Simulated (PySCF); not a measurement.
Te(GeH3)2.
Structure used (PBE0-D3(BJ)/def2-SVP), in Å, numbered top down from 1:
```xyz
9
Ge2H6Te angstrom
Te     0.0146   -0.0575   -1.8365
Ge     1.8338   -0.0227   -0.0330
H      1.6233    1.1895    0.8928
H      3.1847    0.0887   -0.7582
H      1.7761   -1.3148    0.8011
Ge    -1.8034    0.0038   -0.0312
H     -3.1534   -0.1422   -0.7498
H     -1.7473    1.3413    0.7289
H     -1.5957   -1.1556    0.9602
```

Method: PBE0-D3(BJ)/def2-SVP geometry optimisation, gas phase, def2 core potentials past Kr (PySCF 2.14.0).

(1) Which atoms are bound to Te1, and at what distances?

(2) What is the shape at Te1?

(3) What are the other bond lengths?

(4) What are the rotational constants (commonest isotopes, rigid rotor)?

## Answers

(1) 2 atoms: Ge2 2.562 Å, Ge6 2.563 Å. The nearest atom not counted as bound is H7, at 3.35 Å (others tie with it).

(2) Bent: angle 90.4°.

(3) Ge2–H3 and 5 like bonds 1.539 Å.

(4) A = 2076, B = 958.9, C = 666.9 MHz: an asymmetric top.

Point group: C2 (tolerance 0.08 Å). Charge 0, singlet. Stationary, but not proved a minimum.

The run took 35 s on one thread of an Arm Neoverse V2, on a shared host, and the process peaked at 0.48 GiB of memory. That covers the optimisation of the geometry.
